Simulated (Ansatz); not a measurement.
Steps of a relaxation of C₂H₆Cl₃NSi, SMILES `CN(C)[Si](Cl)(Cl)Cl` with RKS PBE0-D4/def2-TZVP.

```sh
$ ansatz run in.yaml --threads 4 --pin off --events-out ev --progress --plain --max-ram 11315MiB
```

```yaml
crystal:
  periodic: [false, false, false]
  atoms:
    - {symbol: C, position_ang: [-0.246347, -0.051143, 1.498759]}
    - {symbol: N, position_ang: [0.164112, 0.029494, 0.103237]}
    - {symbol: C, position_ang: [1.072196, -1.029854, -0.316162]}
    - {symbol: Si, position_ang: [-0.703927, 0.974519, -1.040260]}
    - {symbol: Cl, position_ang: [0.517723, 1.398883, -2.651063]}
    - {symbol: Cl, position_ang: [-1.315064, 2.736585, -0.152443]}
    - {symbol: Cl, position_ang: [-2.404722, 0.053729, -1.796281]}
    - {symbol: H, position_ang: [-0.816128, -0.984735, 1.718152]}
    - {symbol: H, position_ang: [0.648597, -0.035200, 2.160598]}
    - {symbol: H, position_ang: [-0.879829, 0.814880, 1.769653]}
    - {symbol: H, position_ang: [0.604638, -2.039886, -0.240079]}
    - {symbol: H, position_ang: [1.983138, -1.027292, 0.323522]}
    - {symbol: H, position_ang: [1.396213, -0.874679, -1.362934]}
basis:
  gaussian: {orbitals: def2-TZVP}
hamiltonian: {xc: pbe0, dispersion: d4}
relax: {f_tol: 0.005, max_steps: 150}
```

Positions (Å) and forces (eV/Å) along the path, 6 of 6 steps:

```xyz
13
step=1 energy=-49095.6905 eV
C    -0.246   -0.051    1.499   -0.054   -0.033    0.262
N     0.164    0.029    0.103   -0.325    0.286   -0.396
C     1.072   -1.030   -0.316    0.161   -0.211   -0.050
Si   -0.704    0.975   -1.040    0.232   -0.171    0.265
Cl    0.518    1.399   -2.651   -0.395   -0.121    0.470
Cl   -1.315    2.737   -0.152    0.163   -0.528   -0.293
Cl   -2.405    0.054   -1.796    0.494    0.283    0.211
H    -0.816   -0.985    1.718    0.288    0.464   -0.155
H     0.649   -0.035    2.161   -0.427   -0.006   -0.366
H    -0.880    0.815    1.770    0.308   -0.442   -0.141
H     0.605   -2.040   -0.240    0.204    0.530   -0.030
H     1.983   -1.027    0.324   -0.473    0.033   -0.300
H     1.396   -0.875   -1.363   -0.174   -0.082    0.523
13
step=2 energy=-49095.7644 eV
C    -0.243   -0.052    1.489    0.008   -0.022    0.084
N     0.173    0.042    0.103   -0.231    0.192   -0.274
C     1.065   -1.024   -0.312    0.059   -0.062    0.011
Si   -0.693    0.972   -1.030    0.207   -0.214    0.266
Cl    0.493    1.392   -2.627    0.041    0.000   -0.016
Cl   -1.310    2.708   -0.171    0.004    0.026    0.034
Cl   -2.369    0.068   -1.778   -0.010   -0.047    0.018
H    -0.799   -0.983    1.690    0.084    0.137   -0.043
H     0.642   -0.036    2.144   -0.132   -0.004   -0.094
H    -0.878    0.796    1.762    0.087   -0.128   -0.032
H     0.591   -2.015   -0.225    0.060    0.156   -0.010
H     1.966   -1.020    0.320   -0.131   -0.004   -0.093
H     1.382   -0.882   -1.349   -0.044   -0.030    0.149
13
step=3 energy=-49095.7709 eV
C    -0.243   -0.050    1.481    0.017   -0.008    0.004
N     0.171    0.049    0.097   -0.061    0.051   -0.072
C     1.060   -1.018   -0.313    0.007    0.000    0.018
Si   -0.689    0.972   -1.028    0.092   -0.068    0.104
Cl    0.505    1.388   -2.620   -0.013    0.015   -0.029
Cl   -1.300    2.706   -0.159   -0.022    0.023   -0.017
Cl   -2.361    0.046   -1.759   -0.016    0.008   -0.016
H    -0.795   -0.979    1.676   -0.007   -0.014   -0.005
H     0.636   -0.035    2.134    0.010    0.000    0.009
H    -0.879    0.790    1.758   -0.010    0.008    0.008
H     0.584   -2.002   -0.222   -0.013   -0.010    0.003
H     1.956   -1.016    0.316    0.011   -0.001    0.007
H     1.376   -0.884   -1.346    0.006   -0.004   -0.014
13
step=4 energy=-49095.7695 eV rejected
C    -0.237   -0.055    1.482   -0.061    0.117   -0.116
N     0.181    0.064    0.097    0.081   -0.180    0.161
C     1.061   -1.018   -0.304   -0.062    0.113   -0.106
Si   -0.683    0.975   -1.025   -0.088    0.064   -0.099
Cl    0.489    1.399   -2.636    0.006   -0.023    0.037
Cl   -1.313    2.716   -0.178    0.023   -0.035    0.015
Cl   -2.358    0.044   -1.755    0.039    0.004    0.026
H    -0.792   -0.985    1.656    0.002   -0.009    0.012
H     0.642   -0.052    2.134    0.017   -0.004    0.020
H    -0.872    0.784    1.765   -0.003   -0.006    0.031
H     0.567   -1.994   -0.214    0.007   -0.011    0.005
H     1.953   -1.024    0.330    0.020   -0.007    0.014
H     1.383   -0.889   -1.337    0.020   -0.023   -0.001
13
step=5 energy=-49095.7715 eV
C    -0.242   -0.052    1.481    0.000   -0.002    0.004
N     0.172    0.052    0.097   -0.008    0.013   -0.013
C     1.060   -1.018   -0.310    0.002   -0.004    0.000
Si   -0.686    0.973   -1.026    0.006   -0.005    0.007
Cl    0.499    1.393   -2.626    0.000   -0.001   -0.002
Cl   -1.304    2.711   -0.167   -0.002    0.001    0.001
Cl   -2.360    0.049   -1.759    0.001    0.002    0.000
H    -0.791   -0.983    1.670   -0.002   -0.001    0.003
H     0.638   -0.039    2.133    0.000    0.001    0.004
H    -0.880    0.786    1.762    0.004   -0.003   -0.007
H     0.579   -2.000   -0.216    0.001   -0.004   -0.001
H     1.956   -1.017    0.320    0.003   -0.002   -0.001
H     1.378   -0.890   -1.345   -0.005    0.004    0.006
13
step=6 energy=-49095.7716 eV
C    -0.242   -0.052    1.482   -0.002    0.000    0.001
N     0.172    0.051    0.097   -0.001    0.002   -0.002
C     1.060   -1.019   -0.310    0.000   -0.002   -0.002
Si   -0.686    0.973   -1.026    0.000   -0.002    0.002
Cl    0.500    1.392   -2.626    0.000    0.000    0.000
Cl   -1.303    2.711   -0.166    0.000    0.000    0.000
Cl   -2.360    0.051   -1.759    0.001    0.001    0.000
H    -0.790   -0.984    1.672    0.000    0.000    0.000
H     0.637   -0.036    2.134    0.001    0.000    0.000
H    -0.882    0.785    1.760    0.000    0.000    0.000
H     0.581   -2.001   -0.215    0.000    0.000    0.000
H     1.958   -1.016    0.318    0.001    0.001    0.001
H     1.375   -0.890   -1.346    0.000    0.000   -0.001
```

It took 49 s on 4 threads of an Arm Neoverse V2 on a shared host, with 1.2 GiB of host memory at the peak.
